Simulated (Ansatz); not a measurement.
Geometry optimisation, RKS PBE-D4/def2-SVP (Ansatz).

Input:

```yaml
crystal:
  periodic: [false, false, false]
  atoms:
    - { symbol: Hf, position_ang: [-0.22897, -0.114527, -0.586405] }
    - { symbol: Cl, position_ang: [-0.697779, 1.041246, 2.913873] }
    - { symbol: F, position_ang: [1.201669, -1.041833, 0.292642] }
    - { symbol: F, position_ang: [0.062157, 1.778093, -0.710111] }
    - { symbol: F, position_ang: [-0.31044, -0.771398, -2.383018] }
    - { symbol: O, position_ang: [-2.032732, -0.517224, 0.252988] }
    - { symbol: Al, position_ang: [-3.56189, -1.335992, 0.355812] }
    - { symbol: H, position_ang: [-3.762065, -2.643598, -0.539424] }
    - { symbol: H, position_ang: [-4.638173, -0.709768, 1.371768] }
    - { symbol: H, position_ang: [-1.691479, 0.576801, 2.139974] }
basis:
  gaussian: { orbitals: def2-SVP }
hamiltonian:
  xc: pbe
  dispersion: d4
relax:
  f_tol: 0.03
  max_steps: 50
output:
  orbitals: {}
```

Launched with:

```bash
$ ansatz run input.yaml --threads 4 --pin off --max-ram 5120MiB --backend cpu --events-out ev --progress --plain --runs-dir out
```

Question: Where does it end, and by what steps?

Answer: It converged. After 40 steps the energy has fallen by 1.858 eV; F5 moved furthest, 1.87 Å. Parted: Cl2–H10 (1.34 → 2.97 Å). Joined: Hf1–Cl2 (3.72 → 2.38 Å), F5–Al7 (4.29 → 1.86 Å), O6–H10 (2.21 → 0.97 Å).

| step | energy less start (eV) | largest force component (eV/Å) | accepted |
| --- | --- | --- | --- |
| 0 | 0.0000 | 1.189 | yes |
| 2 | -0.1439 | 0.288 | yes |
| 4 | -0.1814 | 0.177 | yes |
| 6 | -0.1988 | 0.193 | yes |
| 8 | -0.2744 | 0.908 | yes |
| 10 | -0.4842 | 3.069 | yes |
| 12 | -0.7438 | 1.023 | yes |
| 14 | -0.8018 | 0.276 | yes |
| 16 | -0.8083 | 0.049 | yes |
| 18 | -0.8250 | 0.394 | yes |
| 20 | -0.8827 | 0.482 | yes |
| 22 | -1.0495 | 0.414 | yes |
| 24 | -1.4753 | 0.672 | yes |
| 26 | -1.5932 | 1.355 | no |
| 28 | -1.7417 | 0.461 | yes |
| 30 | -1.7857 | 0.630 | yes |
| 32 | -1.8172 | 0.223 | yes |
| 34 | -1.8422 | 0.305 | yes |
| 36 | -1.8553 | 0.098 | yes |
| 38 | -1.8574 | 0.065 | yes |
| 40 | -1.8584 | 0.008 | yes |

```xyz
10
Properties=species:S:1:pos:R:3
Hf -0.302 0.249 0.180
Cl 0.448 1.056 2.286
F 1.111 -0.939 -0.308
F -0.314 1.850 -0.862
F -1.701 -0.715 -1.129
O -2.042 -0.449 1.216
Al -3.143 -1.259 -0.088
H -3.129 -2.845 0.053
H -4.409 -0.352 -0.413
H -2.180 -0.334 2.173
```

Whether the end is a true minimum wasn't checked by a vibrational analysis.

Time of the run: 66 s on 4 threads of Intel(R) Xeon(R) Platinum 8488C (Sapphire Rapids), with other jobs on the host, peak memory 0.24 GiB.
